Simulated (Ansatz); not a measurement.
`O[SiH2][TeH]` + `N=[CH][AlH][CH2][SiH3]` → `N=C[SiH2]O` + `[SiH3][CH2][AlH][TeH]`  (redistribution)

Isolated molecules relaxed with PBE0-D4/def2-TZVP in Ansatz; ΔE leaves out vibrations. CBS: MP2 limit from def2 TZ/QZ plus the TZ coupled-cluster correction, frozen cores. DFT in def2-TZVPP. B3LYP here is the variant with VWN-RPA as its local correlation; programs differ in this. Elements past krypton have def2 core potentials. For Te outer-core shells are correlated without core-valence functions, which leaves a few kJ/mol of doubt a bond. Each species was taken in one conformer, which may not be the lowest.

`O[SiH2][TeH]`:

```xyz
7

O     0.083    0.409   -1.627
Si   -0.580   -0.097   -0.212
Te    1.045   -1.253    1.293
H     0.938    0.840   -1.584
H    -1.149    1.027    0.573
H    -1.626   -1.071   -0.592
H     1.289    0.144    2.149
```

`N=[CH][AlH][CH2][SiH3]`:

Z-matrix (Å, degrees):
```
C
Si 1 1.868
Al 1 1.946 2 113.5
H 1 1.096 2 108.3 3 122.2
H 1 1.097 2 107.6 3 -121.3
H 2 1.488 1 112.7 3 -178.8
H 2 1.490 1 110.0 3 60.4
H 2 1.490 1 110.3 3 -58.0
C 3 1.978 1 123.8 2 -82.5
H 3 1.590 1 123.2 2 96.5
N 9 1.277 3 121.3 1 179.5
H 9 1.099 3 124.6 1 -0.5
H 11 1.025 9 111.1 3 -0.0
```

`N=C[SiH2]O`:

Cartesian coordinates in Å:
```
N -0.661 -1.357 0.463
C -0.094 -0.309 0.905
Si 0.435 0.912 -0.442
O -0.028 0.201 -1.841
H -0.939 -2.003 1.203
H 0.069 -0.140 1.979
H 1.905 1.125 -0.384
H -0.237 2.221 -0.232
H -0.450 -0.650 -1.651
```

`[SiH3][CH2][AlH][TeH]`:

```xyz
11

Si    0.843    1.320    0.255
C     0.731   -0.541    0.380
Al   -1.098   -1.204    0.408
Te   -2.507   -1.092   -1.688
H     0.007    1.961    1.309
H     2.238    1.815    0.416
H     0.335    1.774   -1.067
H     1.242   -0.871    1.291
H     1.261   -0.969   -0.478
H    -1.799   -1.797    1.698
H    -1.255   -0.395   -2.523
```

```csv
level,ΔE (kcal/mol)
B3LYP-D4,-17.3
ωB97M-V,-17.6
CCSD(T)/def2-TZVPP,-18.5
MP2/def2-QZVPP,-18.6
```

Q: What does CCSD(T)/CBS give? (An estimate is asked.)

A: The calculation gave: -18.3 kcal/mol. The listed levels differ from it by 1.0, 0.7, -0.2, -0.3 kcal/mol.

Largest T1 diagnostic among the species: 0.012.

From PBE to PBE0 (25 % exact exchange), in def2-TZVPP and without D4, ΔE moves by −1.2 kcal/mol. The D4 term adds −1.0 kcal/mol with B3LYP and −0.5 kcal/mol with PBE0; it sums over pairs of atoms, weighted by their polarisabilities, and B3LYP, whose exchange is more repulsive, gets the larger term.
